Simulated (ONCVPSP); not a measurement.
**Before and after: ONCV potential for germanium (Ge)**

Ge (Z = 32), optimised norm-conserving Vanderbilt (ONCV), made with ONCVPSP 4.0.1 (PBE, scalar-relativistic). Core [Ar] 3d10, reference 4s2 4p2. Waves: 4s: rc 1.70 bohr, ncon 4, nbas 9, qcut 4 1/bohr, 2 projectors, debl 0.9 Ha; 4p: rc 2.20 bohr, ncon 4, nbas 7, qcut 3.1 1/bohr, 2 projectors, debl 1 Ha. Local part: polynomial inside 1.35 bohr (lpopt 5, dvloc0 1 Ha). Core correction: polynomial model core, fcfact 0.7.

All-electron outer shells of the reference configuration (PBE, scalar-relativistic, ld1.x):

```tsv
shell	level (eV)	outermost node (bohr)	outermost maximum (bohr)
3p	-115.62	0.23	0.54
3d	-29.31	–	0.50
4s	-11.73	0.77	1.75
4p	-3.90	0.82	2.22
```

Change: p: nproj 1.

Cutoffs: the cutoffs (Ha) at which the residual kinetic energy of the hardest occupied pseudo-wave falls to 1 and 0.1 mHa per electron; they do not see the model core or the augmentation charge, which bear on the density cutoff. Errors are all-electron minus pseudo energies relative to the spin-unpolarised reference configuration.

What does the change do?

The potential gets neither clearly harder nor softer (8.4 Ha and 47 Ha → 8.4 Ha and 47 Ha); of the 4 tests that both files solve, the error grows in 0 and shrinks in 1 by more than 15 % and 0.3 meV (median size 30.6 → 29.6 meV); the range in which the p phases agree narrows (upper end 2.7 → 1.3); neither file shows a bound ghost.

```csv
quantity,base,changed
"cutoff, loose",8.4 Ha,8.4 Ha
"cutoff, tight",47 Ha,47 Ha
bound ghosts,none,none
GHOST(+) flags under 300 eV,s at 98.5 eV,s at 98.5 eV
"error for 4s2 4p1, meV [ΔE 7.44 eV]",-6.8,-5.4
"error for 4s2 4p0, meV [ΔE 22.88 eV]",-54,-54
"error for 4s1 4p0, meV [ΔE 57.68 eV]",-283,-283
"error for 4s2 4p1.5, meV [ΔE 2.80 eV]",-1.2,-0.9
s: phases at 1.72 bohr within 0.05 rad from the reference energy up to (Ha; the scan ends near 5),3.1,3.1
p: phases at 2.23 bohr within 0.05 rad from the reference energy up to (Ha; the scan ends near 5),2.7,1.3
"rms error of d²Exc/dni dnj with the model core, mHa",0.28,0.28
```
